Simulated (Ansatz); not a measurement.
CH$_{4}$FGaOS (`C[S][Ga]([OH])[F]`). Charge 0, multiplicity 1. The structure was optimised at the PBE0-D4/def2-TZVP level. It is one conformer, not always the lowest.

```xyz
9

C    -0.738   -1.406   -0.567
S    -0.271   -1.085    1.167
Ga    0.578    0.893    0.954
O     0.663    1.723   -0.613
F     1.224    1.768    2.326
H    -1.471   -0.684   -0.920
H    -1.183   -2.401   -0.575
H     0.133   -1.399   -1.219
H     1.065    2.593   -0.553
```

(1) What is the dipole moment at r2SCAN/def2-TZVPP? (Estimate.)

(2) And with PBE, B3LYP, ωB97M-V? (An estimate is asked.)

(3) Give the Mulliken charges with r2SCAN, PBE, B3LYP in def2-TZVPP. (Best estimate.)

Results:

(1) The calculation gave: 2.27 D, with components (-0.65, -0.59, -2.09) D in this frame, pointing from negative to positive charge.

(2) Ansatz gave: PBE 2.21 D, B3LYP 2.21 D, ωB97M-V 2.13 D.

(3) Computed: 
```csv
atom,r2SCAN,PBE,B3LYP
C1,-0.15,-0.27,-0.28
S2,-0.20,-0.17,-0.17
Ga3,0.66,0.55,0.66
O4,-0.43,-0.37,-0.41
F5,-0.38,-0.34,-0.38
H6,0.10,0.13,0.13
H7,0.09,0.12,0.13
H8,0.10,0.13,0.13
H9,0.20,0.19,0.19
```

B3LYP here is the variant with VWN-RPA as its local correlation; programs differ in this.
